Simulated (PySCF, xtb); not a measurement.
F2H4O3Si2, SMILES O[Si](O)(O)[SiH](F)F. The values are those of a single conformer.

Harmonic wavenumbers (cm⁻¹) from GFN2-xTB run with xtb at its own minimum, in rising order: 24, 97, 116, 175, 177, 219, 254, 262, 282, 292, 316, 346, 495, 619, 682, 774, 791, 805, 809, 826, 866, 918, 948, 2351, 3656, 3694, 3697.

Problem. What does PBE0-D3(BJ)/def2-SVP run with PySCF 2.14.0 give at its own minimum? (The exact figures need the calculation; the answer reports its results.)

Solution. 28, 77, 93, 182, 196, 224, 243, 298, 321, 327, 349, 375, 492, 765, 798, 803, 811, 820, 836, 902, 940, 962, 984, 2279, 3907, 3917, 3929. Paired by order, the mean absolute difference is 60 cm⁻¹ and the zero-point energies are 35.0 and 37.0 kcal/mol.
